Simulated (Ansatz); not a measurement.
Job for Ansatz (a program for electronic structure): R-CCSD(T)/aug-cc-pVDZ on H2O (SMILES O).

Ansatz 0.2 input:
```yaml
crystal:
  periodic: [false, false, false]
  atoms:
    - {symbol: O, position_ang: [0.00000000, 0.00000000, 0.38961711]}
    - {symbol: H, position_ang: [-0.00000000, 0.76498780, -0.19485856]}
    - {symbol: H, position_ang: [-0.00000000, -0.76498780, -0.19485856]}
basis:
  gaussian:
    orbitals: aug-cc-pVDZ
magnetization: {spin_polarized: false}
correlation: {method: ccsd_t, electrons: outside_noble_gas}
scf: {lower_state_search: off}
```

It printed:

```
WARN ansatz: RAYON_NUM_THREADS=1 ignored (pool sized by the plan → 1); use --threads N
Functional definition: HF
these checks for a lower state are left out or cut short: stability, starts, cluster_reference, orbital_swaps, neighbouring_geometries, increment
integrals: 0.01 GiB planned
385 factors; integrals over basis functions are off by at most 7.8e-4 eV
mean field: 0.05 GiB planned
mean field evaluation 1: about -2067.3160 eV, gradient 3.3e1 eV
mean field evaluation 2: about -2067.3153 eV, gradient 3.3e1 eV
mean field evaluation 4: about -2069.1755 eV, gradient 1.5e0 eV
mean field evaluation 8: about -2069.1831 eV, gradient 5.8e-4 eV
mean field -2069.18312653 eV, -76.0410773574 hartree, gradient 2.0e-6 eV, S^2 0.000000; 0 other end points of the search recorded, 0 dependent functions left out
1 core orbitals not correlated
reference -2069.18312653 eV, -76.0410773574 hartree; 4, 4 occupied and 36, 36 virtual orbitals, 385 factors
second order -5.98041541 eV of doubles, -0.00000000 eV of singles
coupled cluster: 0.07 GiB planned
cycle   1  -6.03765997 eV  change   -5.7e-2 eV  update   5.2e-2
cycle   2  -6.15796443 eV  change   -1.2e-1 eV  update   1.4e-2
cycle   3  -6.19404044 eV  change   -3.6e-2 eV  update   7.0e-3
cycle   4  -6.19146442 eV  change    2.6e-3 eV  update   1.2e-3
cycle   5  -6.19118131 eV  change    2.8e-4 eV  update   4.0e-4
cycle   6  -6.19129968 eV  change   -1.2e-4 eV  update   1.1e-4
cycle   7  -6.19125636 eV  change    4.3e-5 eV  update   3.5e-5
cycle   8  -6.19124606 eV  change    1.0e-5 eV  update   9.9e-6
cycle   9  -6.19124615 eV  change   -9.1e-8 eV  update   3.4e-6
perturbative correction -0.14267463 eV, -0.0052431959 hartree
Total energy: -2075.51704731 eV, -76.2738446528 hartree
Checks for a lower state left out: stability, starts, cluster_reference, orbital_swaps, neighbouring_geometries, increment
```

Self-consistency was reached.

Cost: very roughly 0.7 core-seconds.
